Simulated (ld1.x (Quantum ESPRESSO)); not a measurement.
**Pseudopotential generation for Yb: RRKJ, PBE, scalar-relativistic.**

The input file (ld1.x (Quantum ESPRESSO) 7.5):

```
&input
   title='Yb', zed=70., rel=1, dft='PBE', iswitch=3,
   config='[Xe] 4f14 5d0 6s1 6p0',
   nld=4, rlderiv=4.00, eminld=-3.0, emaxld=5.0, deld=0.02
 /
 &inputp
   pseudotype=2, tm=.false., lloc=0,
   nlcc=.true., rcore=1.20,
   file_pseudopw='Yb.UPF', file_wfcaegen='ae.wfc', file_wfcncgen='nc.wfc', file_beta='beta', file_chi='chi'
 /
4
6P  2  1   0.00   0.00  3.70  3.70  0.0
5D  3  2   0.00   0.00  3.00  3.00  0.0
4F  4  3  14.00   0.00  1.20  1.20  0.0
6S  1  0   1.00   0.00  3.15  3.15  0.0
 &test
   configts(1)='4f14 5d0 6s1 6p0'
 /
```

Command:

```bash
ld1.x < Yb.in > Yb.out
```

Output (shortened: banner, matrices, multipoles, cross overlaps and the repeated all-electron block are left out):

```
Program LD1 v.7.5
     --------------------------- All-electron run ----------------------------

     Yb
     scalar relativistic calculation

     atomic number is 70.00
     dft =PBE   lsd =0 sic =0 latt =0  beta=0.20 tr2=1.0E-14
     Exchange-correlation= PBE
                           (   1   4   3   4   0   0   0)
     mesh =1269 r(mesh) =  99.63413 a.u. xmin = -7.00 dx = 0.01250
     1 Ry =  13.60569312 eV, c = 137.03599908

     n l     nl                  e(Ry)          e(Ha)          e(eV)
     1 0     1S 1( 2.00)     -4501.9811     -2250.9905    -61252.5730
     2 0     2S 1( 2.00)      -763.1497      -381.5749    -10383.1812
     2 1     2P 1( 6.00)      -672.5834      -336.2917     -9150.9628
     3 0     3S 1( 2.00)      -172.3927       -86.1963     -2345.5219
     3 1     3P 1( 6.00)      -145.0970       -72.5485     -1974.1458
     4 0     4S 1( 2.00)       -34.3105       -17.1553      -466.8186
     4 1     4P 1( 6.00)       -25.3537       -12.6769      -344.9551
     3 2     3D 1(10.00)      -111.8909       -55.9454     -1522.3526
     5 0     5S 1( 2.00)        -4.5371        -2.2686       -61.7305
     5 1     5P 1( 6.00)        -2.5148        -1.2574       -34.2158
     4 2     4D 1(10.00)       -13.5711        -6.7855      -184.6440
     4 3     4F 1(14.00)        -0.7159        -0.3580        -9.7407
     5 2     5D 1( 0.00)        -0.4747        -0.2374        -6.4587
     6 0     6S 1( 1.00)        -0.6817        -0.3408        -9.2744
     6 1     6P 1( 0.00)        -0.4064        -0.2032        -5.5297

     final scf error:  5.2E-15 reached in  43 iterations

     Etot =  -28119.138079 Ry,  -14059.569039 Ha, -382580.363581 eV

     Ekin =   30647.764843 Ry,   15323.882422 Ha,  416984.083361 eV
     Encl =  -69189.645969 Ry,  -34594.822984 Ha, -941373.090341 eV
     Eh   =   11008.011523 Ry,    5504.005762 Ha,  149771.626680 eV
     Exc  =    -585.268476 Ry,    -292.634238 Ha,   -7962.983280 eV

     normalization and overlap integrals

     s(1S/1S) =  1.000000  <r> =   0.0197  <r2> =    0.0005  r(max) =   0.0123
     s(2S/2S) =  1.000000  <r> =   0.0833  <r2> =    0.0082  r(max) =   0.0708
     s(2P/2P) =  1.000000  <r> =   0.0741  <r2> =    0.0067  r(max) =   0.0572
     s(3S/3S) =  1.000000  <r> =   0.2167  <r2> =    0.0537  r(max) =   0.1997
     s(3P/3P) =  1.000000  <r> =   0.2162  <r2> =    0.0542  r(max) =   0.1972
     s(4S/4S) =  1.000000  <r> =   0.4879  <r2> =    0.2688  r(max) =   0.4557
     s(4P/4P) =  1.000000  <r> =   0.5183  <r2> =    0.3057  r(max) =   0.4790
     s(3D/3D) =  1.000000  <r> =   0.1961  <r2> =    0.0451  r(max) =   0.1595
     s(5S/5S) =  1.000000  <r> =   1.2081  <r2> =    1.6460  r(max) =   1.0661
     s(5P/5P) =  1.000000  <r> =   1.4473  <r2> =    2.3921  r(max) =   1.2386
     s(4D/4D) =  1.000000  <r> =   0.5601  <r2> =    0.3644  r(max) =   0.4912
     s(4F/4F) =  1.000000  <r> =   0.7861  <r2> =    0.8607  r(max) =   0.4851
     s(5D/5D) =  1.000000  <r> =   2.8126  <r2> =    9.7017  r(max) =   1.9670
     s(6S/6S) =  1.000000  <r> =   3.5435  <r2> =   14.1724  r(max) =   3.0465
     s(6P/6P) =  1.000000  <r> =   4.6853  <r2> =   24.7785  r(max) =   4.0613

     ------------------------ End of All-electron run ------------------------

     --------------------- Generating NC pseudopotential ---------------------

      Generating local pot.: lloc=0, matching radius rcloc =   3.1500

      Computing core charge for nlcc:

       r > 1.21 : true rho core
       r < 1.21 : rho core = a sin(br)/r    a=   9.06  b=   1.89

      Integrated core pseudo-charge :  10.68

      Wfc   6P  rcut= 3.675  Estimated cut-off energy=       12.73 Ry
      This function has    0 nodes for 0 < r <    3.675

      Wfc   5D  rcut= 3.009  Estimated cut-off energy=       25.72 Ry
      This function has    0 nodes for 0 < r <    3.009

      Wfc   4F  rcut= 1.193  Estimated cut-off energy=      208.79 Ry
      This function has    0 nodes for 0 < r <    1.193

     ------------------- End of pseudopotential generation -------------------

     Computing logarithmic derivative in   3.98594

       Warning: n=4, l=3 expected 0 nodes, found 1
       Setting wfc to zero for this iteration
       (This warning will only be printed once per wavefunction)

     Computing logarithmic derivative in   3.98594
     Computing the partial wave expansion
       no projector for channel:   0
     R is outside the sphere for l=    1 j= 0.00
     R is outside the sphere for l=    2 j= 0.00
     R is outside the sphere for l=    3 j= 0.00

     ---------------------- Testing the pseudopotential ----------------------

     Yb
     scalar relativistic calculation

     atomic number is 70.00   valence charge is 16.00
     dft =PBE   lsd =0 sic =0 latt =0  beta=0.20 tr2=1.0E-14
     mesh =1269 r(mesh) =  99.63413 xmin = -7.00 dx = 0.01250

     n l     nl             e AE (Ry)        e PS (Ry)    De AE-PS (Ry)
     4 3     4F   1(14.00)       -0.71593       -0.71593        0.00000
     3 2     5D   1( 0.00)       -0.47471       -0.47471        0.00000
     1 0     6S   1( 1.00)       -0.68165       -0.68165        0.00000
     2 1     6P   1( 0.00)       -0.40642       -0.40642        0.00000

     eps = 7.2E-15  iter = 10

     Etot =  -28119.138079 Ry,  -14059.569039 Ha, -382580.363581 eV
     Etotps =  -238.990551 Ry,    -119.495275 Ha,   -3251.632093 eV

     Ekin =     435.315220 Ry,     217.657610 Ha,    5922.765294 eV
     Encl =    -381.176742 Ry,    -190.588371 Ha,   -5186.173777 eV
     Ehrt =     221.101421 Ry,     110.550711 Ha,    3008.238084 eV
     Ecxc =     -50.038583 Ry,     -25.019292 Ha,    -680.809611 eV
     (Ecc =     -13.332072 Ry,      -6.666036 Ha,    -181.392078 eV)
     Epseu=    -464.191866 Ry,    -232.095933 Ha,   -6315.652083 eV

     ---------------------- End of pseudopotential test ----------------------
```

Generation and configuration tests took about 13 s on one core of a shared server CPU.

Transferability test of the new file with ld1.x, input:

```
&input
   title='Yb', zed=70., rel=1, dft='PBE', iswitch=2,
   config='[Xe] 4f14 5d0 6s1 6p0'
 /
 &test
   file_pseudo='Yb.UPF', nconf=8,
   configts(1)='4f14 5d0 6s1 6p0',
   configts(2)='4f14 5d0 6s2 6p0',
   configts(3)='4f14 5d0 6s0 6p0',
   configts(4)='4f13 5d0 6s0 6p0',
   configts(5)='4f14 5d0 6s1 6p1',
   configts(6)='4f13 5d1 6s1 6p0',
   configts(7)='4f14 5d0.5 6s1.5 6p0',
   configts(8)='4f14 5d0 6s0 6p1'
 /
```

```bash
ld1.x < Yb.test.in > Yb.test.out
```

Pseudopotential blocks of its output, shortened (energy terms left out; the distinct warnings before each block abridged to one line each):

```
     Warning: convergence not achieved
     Warning: n=2, l=1 expected 0 nodes, found 4
     Warning: n=3, l=2 expected 0 nodes, found 3
     Warning: n=4, l=3 expected 0 nodes, found 1
     ---------------------- Testing the pseudopotential ----------------------

     n l     nl             e AE (Ry)        e PS (Ry)    De AE-PS (Ry)
     4 3     4F   1(14.00)       -0.71593       -0.06443       -0.65150  !
     3 2     5D   1( 0.00)       -0.47471       -0.47471        0.00000
     1 0     6S   1( 1.00)       -0.68165       -0.00000       -0.68165  !
     2 1     6P   1( 0.00)       -0.40642       -0.40642        0.00000

     eps = 1.1E+00  iter =201

     Etot =  -28119.138079 Ry,  -14059.569039 Ha, -382580.363580 eV
     Etotps =   -15.839228 Ry,      -7.919614 Ha,    -215.503674 eV

     ---------------------- End of pseudopotential test ----------------------

          Warning: convergence not achieved
     ---------------------- Testing the pseudopotential ----------------------

     n l     nl             e AE (Ry)        e PS (Ry)    De AE-PS (Ry)
     4 3     4F   1(14.00)       -0.22136       -0.01992       -0.20144  !
     3 2     5D   1( 0.00)       -0.04894       -0.04894        0.00000
     1 0     6S   1( 2.00)       -0.28800       -0.00000       -0.28800  !
     2 1     6P   1( 0.00)       -0.08127       -0.08127        0.00000

     eps = 8.1E-01  iter =201

     Etot =  -28119.618122 Ry,  -14059.809061 Ha, -382586.894903 eV
     Etotps =   -19.721026 Ry,      -9.860513 Ha,    -268.318232 eV
     dEtot_ae =      -0.480043 Ry
     dEtot_ps =      -3.881798 Ry,   Delta E=       3.401755 Ry

     ---------------------- End of pseudopotential test ----------------------

          BEWARE! Errors in PS-KS equations
     Warning: n=1, l=0 expected 0 nodes, found 2
     ---------------------- Testing the pseudopotential ----------------------

     n l     nl             e AE (Ry)        e PS (Ry)    De AE-PS (Ry)
     4 3     4F   1(14.00)       -1.29606       -0.19686       -1.09920  !
     3 2     5D   1( 0.00)       -0.98342       -0.98342        0.00000
     1 0     6S   1( 0.00)       -1.12126       -1.12126        0.00000
     2 1     6P   1( 0.00)       -0.76823       -0.76823        0.00000

     eps = 5.3E-26  iter =  7

     Etot =  -28118.238053 Ry,  -14059.119027 Ha, -382568.118111 eV
     Etotps =   -16.088106 Ry,      -8.044053 Ha,    -218.889836 eV
     dEtot_ae =       0.900025 Ry
     dEtot_ps =      -0.248878 Ry,   Delta E=       1.148904 Ry

     ---------------------- End of pseudopotential test ----------------------

          ---------------------- Testing the pseudopotential ----------------------

     n l     nl             e AE (Ry)        e PS (Ry)    De AE-PS (Ry)
     4 3     4F   1(13.00)       -2.64555       -2.97788        0.33233  !
     3 2     5D   1( 0.00)       -1.84198       -1.90369        0.06171  !
     1 0     6S   1( 0.00)       -1.78208       -1.81599        0.03391  !
     2 1     6P   1( 0.00)       -1.32428       -1.33110        0.00683  !

     eps = 4.8E-15  iter = 22

     Etot =  -28116.284060 Ry,  -14058.142030 Ha, -382541.532677 eV
     Etotps =  -235.976763 Ry,    -117.988381 Ha,   -3210.627417 eV
     dEtot_ae =       2.854019 Ry
     dEtot_ps =    -220.137535 Ry,   Delta E=     222.991554 Ry

     ---------------------- End of pseudopotential test ----------------------

          Warning: convergence not achieved
     ---------------------- Testing the pseudopotential ----------------------

     n l     nl             e AE (Ry)        e PS (Ry)    De AE-PS (Ry)
     4 3     4F   1(14.00)       -0.33766       -0.03039       -0.30727  !
     3 2     5D   1( 0.00)       -0.12793       -0.12793        0.00000
     1 0     6S   1( 1.00)       -0.35422       -0.00000       -0.35422  !
     2 1     6P   1( 1.00)       -0.13168       -0.17104        0.03936  !

     eps = 1.0E+00  iter =201

     Etot =  -28119.403492 Ry,  -14059.701746 Ha, -382583.974715 eV
     Etotps =   -15.508383 Ry,      -7.754192 Ha,    -211.002306 eV
     dEtot_ae =      -0.265414 Ry
     dEtot_ps =       0.330844 Ry,   Delta E=      -0.596258 Ry

     ---------------------- End of pseudopotential test ----------------------

          Warning: convergence not achieved
     ---------------------- Testing the pseudopotential ----------------------

     n l     nl             e AE (Ry)        e PS (Ry)    De AE-PS (Ry)
     4 3     4F   1(13.00)       -1.19601       -0.00664       -1.18937  !
     3 2     5D   1( 1.00)       -0.58465       -0.00869       -0.57596  !
     1 0     6S   1( 1.00)       -0.74020       -0.00000       -0.74020  !
     2 1     6P   1( 0.00)       -0.43926       -0.43926        0.00000

     eps = 1.0E+00  iter =201

     Etot =  -28118.714521 Ry,  -14059.357261 Ha, -382574.600787 eV
     Etotps =   -15.032552 Ry,      -7.516276 Ha,    -204.528290 eV
     dEtot_ae =       0.423557 Ry
     dEtot_ps =       0.806676 Ry,   Delta E=      -0.383118 Ry

     ---------------------- End of pseudopotential test ----------------------

          Warning: convergence not achieved
     ---------------------- Testing the pseudopotential ----------------------

     n l     nl             e AE (Ry)        e PS (Ry)    De AE-PS (Ry)
     4 3     4F   1(14.00)       -0.21011       -0.01891       -0.19120  !
     3 2     5D   1( 0.50)       -0.04912       -0.01266       -0.03645  !
     1 0     6S   1( 1.50)       -0.28889       -0.00000       -0.28889  !
     2 1     6P   1( 0.00)       -0.08650       -0.08650        0.00000

     eps = 7.0E-01  iter =201

     Etot =  -28119.498494 Ry,  -14059.749247 Ha, -382585.267282 eV
     Etotps =   -17.277372 Ry,      -8.638686 Ha,    -235.070628 eV
     dEtot_ae =      -0.360415 Ry
     dEtot_ps =      -1.438145 Ry,   Delta E=       1.077729 Ry

     ---------------------- End of pseudopotential test ----------------------

          BEWARE! Errors in PS-KS equations
     ---------------------- Testing the pseudopotential ----------------------

     n l     nl             e AE (Ry)        e PS (Ry)    De AE-PS (Ry)
     4 3     4F   1(14.00)       -0.82539       -0.07429       -0.75111  !
     3 2     5D   1( 0.00)       -0.55669       -0.55669        0.00000
     1 0     6S   1( 0.00)       -0.74517       -0.74517        0.00000
     2 1     6P   1( 1.00)       -0.46383       -0.60319        0.13936  !

     eps = 5.6E-15  iter = 12

     Etot =  -28118.859649 Ry,  -14059.429824 Ha, -382576.575353 eV
     Etotps =   -14.975253 Ry,      -7.487627 Ha,    -203.748698 eV
     dEtot_ae =       0.278430 Ry
     dEtot_ps =       0.863975 Ry,   Delta E=      -0.585545 Ry

     ---------------------- End of pseudopotential test ----------------------
```
